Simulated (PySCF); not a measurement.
CH6ClFSi2, SMILES F[Si@H](Cl)C[SiH3].

Geometry optimised at PBE-D3(BJ)/def2-SVP. The structure was generated by enumeration; whether it is a known compound was not checked. Other conformers were not sampled.

These are PySCF with PBE-D3(BJ)/def2-SVP values and carry that method's errors.

Frequencies are harmonic and unscaled.

| mode | ν (cm⁻¹) | IR (km/mol) | moving atoms (share of kinetic energy) |
|---|---|---|---|
| 1 | 38 | 0.2 | H 28 %, Si 21 %, F 21 %, Cl 20 %, C 10 % |
| 2 | 96 | 1.5 | H 33 %, Si 31 %, F 21 %, Cl 8 % |
| 3 | 125 | 0.4 | H 62 %, Cl 22 %, Si 15 % |
| 4 | 197 | 0.2 | H 36 %, C 21 %, F 18 %, Si 15 %, Cl 10 % |
| 5 | 234 | 6.7 | F 55 %, Cl 23 %, Si 11 % |
| 6 | 334 | 16.1 | Si 53 %, H 15 %, F 12 %, C 12 % |
| 7 | 476 | 2.4 | H 89 % |
| 8 | 511 | 31.4 | Si 40 %, Cl 29 %, C 15 %, H 13 % |
| 9 | 562 | 14.5 | H 43 %, Si 38 %, Cl 13 % |
| 10 | 651 | 26.6 | H 65 %, C 23 %, Si 10 % |
| 11 | 710 | 12.2 | H 67 %, C 25 % |
| 12 | 744 | 49.3 | H 43 %, C 35 %, Si 20 % |
| 13 | 803 | 257.2 | H 70 %, Si 17 %, C 12 % |
| 14 | 805 | 34.7 | H 72 %, F 21 % |
| 15 | 879 | 207.1 | H 51 %, Si 26 %, F 22 % |
| 16 | 907 | 139.5 | H 66 %, Si 20 %, F 12 % |
| 17 | 912 | 44.4 | H 92 % |
| 18 | 917 | 43.7 | H 97 % |
| 19 | 986 | 10.7 | H 89 %, Si 9 % |
| 20 | 1042 | 70.8 | H 56 %, C 41 % |
| 21 | 1321 | 10.2 | H 92 % |
| 22 | 2166 | 101.6 | H 98 % |
| 23 | 2180 | 72.6 | H 97 % |
| 24 | 2191 | 82.4 | H 96 % |
| 25 | 2209 | 123.7 | H 97 % |
| 26 | 2985 | 0.4 | H 95 % |
| 27 | 3051 | 0.1 | H 91 %, C 9 % |
